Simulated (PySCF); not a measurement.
Saddle point of GaH2Br, singlet (GaH₂Br ([GaH2][Br]) → GaH + HBr; bonds formed: Br2–H3; bonds broken: Ga1–Br2, Ga1–H3), PBE0-D4/def2-TZVP structure:

```xyz
4
angstrom
Ga -0.6825 0.1495 0.6599
Br 1.5378 -0.0286 -1.0501
H 0.8955 0.7008 0.4061
H -1.7507 -0.8216 -0.0159
```

Energies are electronic, without zero-point energy. Barriers and step energies count from the start structure reached by relaxing down the imaginary mode; all methods use the PBE0-D4 structures, on which another method's saddle can fall below an end. PySCF 2.14 with density fitting (its default auxiliary sets; JK sets also for MP2 and CCSD(T)); basis: def2-TZVPP, with def2-QZVPP for the basis limit; cores frozen in the correlated methods. Filled d shells of the heavier atoms are correlated. The def2 sets are not built for correlating such inner shells, so the correlated values are less sure here. B3LYP uses VWN-RPA correlation. Extrapolation: Hartree–Fock as exp(−7.88 √X), correlation as X^−2.97.

```tsv
method	barrier (kJ/mol)	step energy (kJ/mol)
SPW92	?	196.9
PBE-D4	184.5	178.1
r2SCAN-D4	?	208.7
PBE0-D4	215.8	194.8
B3LYP-D4	205.2	175.7
BHLYP-D4	241.8	195.8
wB97M-V	235.1	193.7
HF	295.0	210.3
MP2	?	216.1
CCSD	250.2	202.3
CCSD(T)	238.7	202.4
```

Fill in the withheld barriers. (To be estimated.)

By the calculation: r2SCAN-D4 211.4; SPW92 183.0; MP2 245.2 kJ/mol. Each is the energy of the saddle less that of the start structure, by the same method.

For comparison, the barrier by CCSD(T) at an estimated basis limit (MP2 extrapolated from triple and quadruple zeta, plus CCSD(T) − MP2 in triple zeta) is 227.9 kJ/mol.

No T1 diagnostic of these runs exceeds 0.013. The restricted Hartree–Fock reference is unstable towards an unrestricted one at one or more of these structures.

Labels in which every atom is bracketed show which atoms are joined, not bond orders.

For scale, one of the runs: CCSD(T)/def2-TZVPP, 124 basis functions, launched by `OMP_NUM_THREADS=4 python run.py`. Time: 120 s of wall clock on 4 CPU threads of an Arm Neoverse V1; the host was shared. Peak host memory: 0.78 GiB.
